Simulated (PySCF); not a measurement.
Mo(NH)2(Cl)(Br) (BrClH2MoN2), SMILES [NH]=[Mo](=[NH])([Cl])[Br], multiplicity 1.

Coordinates come from a PBE0-D3(BJ)/def2-SVP optimisation. The multiplicity is an assumed one; no other spin state was optimised. The structure was generated by enumeration; whether it is a known compound was not checked. The def2 effective core potentials stand for the cores of Mo; spin–orbit coupling is left out.

Calculation: PBE0-D3(BJ)/def2-SVP in PySCF.

Frequencies are harmonic and unscaled.

Q: Give all harmonic wavenumbers and intensities. (The exact figures need the calculation; the answer reports its results.)

A: 
```json
[
 {"mode": "1", "ν (cm⁻¹)": "92", "IR (km/mol)": "0.5", "moving atoms (share of kinetic energy)": "Cl 52 %, Br 24 %, Mo 19 %"},
 {"mode": "2", "ν (cm⁻¹)": "159", "IR (km/mol)": "3.9", "moving atoms (share of kinetic energy)": "N 39 %, Mo 30 %, Cl 11 %, H 11 %, Br 9 %"},
 {"mode": "3", "ν (cm⁻¹)": "193", "IR (km/mol)": "17.6", "moving atoms (share of kinetic energy)": "N 50 %, H 21 %, Br 20 %"},
 {"mode": "4", "ν (cm⁻¹)": "208", "IR (km/mol)": "0.0", "moving atoms (share of kinetic energy)": "N 69 %, Cl 14 %, H 14 %"},
 {"mode": "5", "ν (cm⁻¹)": "276", "IR (km/mol)": "14.7", "moving atoms (share of kinetic energy)": "Br 30 %, N 28 %, Mo 16 %, Cl 14 %, H 12 %"},
 {"mode": "6", "ν (cm⁻¹)": "332", "IR (km/mol)": "3.4", "moving atoms (share of kinetic energy)": "N 34 %, Mo 29 %, H 24 %, Br 13 %"},
 {"mode": "7", "ν (cm⁻¹)": "379", "IR (km/mol)": "288.6", "moving atoms (share of kinetic energy)": "H 80 %, N 19 %"},
 {"mode": "8", "ν (cm⁻¹)": "411", "IR (km/mol)": "26.0", "moving atoms (share of kinetic energy)": "Cl 62 %, Mo 30 %"},
 {"mode": "9", "ν (cm⁻¹)": "641", "IR (km/mol)": "0.0", "moving atoms (share of kinetic energy)": "H 84 %, N 16 %"},
 {"mode": "10", "ν (cm⁻¹)": "655", "IR (km/mol)": "222.3", "moving atoms (share of kinetic energy)": "H 67 %, N 27 %"},
 {"mode": "11", "ν (cm⁻¹)": "749", "IR (km/mol)": "48.3", "moving atoms (share of kinetic energy)": "H 67 %, N 31 %"},
 {"mode": "12", "ν (cm⁻¹)": "1018", "IR (km/mol)": "110.0", "moving atoms (share of kinetic energy)": "N 75 %, Mo 17 %"},
 {"mode": "13", "ν (cm⁻¹)": "1057", "IR (km/mol)": "54.5", "moving atoms (share of kinetic energy)": "N 82 %, Mo 11 %"},
 {"mode": "14", "ν (cm⁻¹)": "3617", "IR (km/mol)": "165.9", "moving atoms (share of kinetic energy)": "H 93 %"},
 {"mode": "15", "ν (cm⁻¹)": "3621", "IR (km/mol)": "268.6", "moving atoms (share of kinetic energy)": "H 92 %"}
]
```
